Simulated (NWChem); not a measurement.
# [CuCl2]− (SMILES [Cl][Cu-][Cl]): name the method

[CuCl2]−: 3 atoms, total charge -1, spin state singlet. SMILES: `[Cl][Cu-][Cl]`. Geometry: a GFN2-xTB relaxation, a rough one for these elements and not checked as a minimum.

```xyz
3

Cu    0.0025    0.0014    0.0006
Cl   -0.0168   -0.0204    2.0835
Cl    0.0143    0.0190   -2.0841
```

Orbital energies are those of the mean-field step.

A calculation with NWChem 7.3.0 gave:

The total energy is -2560.8243 Eh, the HOMO energy is -0.37 eV and the LUMO energy is 4.98 eV. The HOMO–LUMO gap is 5.35 eV. The largest force is 0.489 eV/Å.

Problem. Which of these levels gave the numbers?
A. M06-2X/def2-SVPD
B. CAM-B3LYP/def2-SVPD
C. B3LYP/6-31G* (spherical functions)
D. CCSD(T)/6-31G

Solution. C. The others give -2560.5606 Eh (M06-2X/def2-SVPD), -2560.7619 Eh (CAM-B3LYP/def2-SVPD), -2558.1090 Eh (CCSD(T)/6-31G).
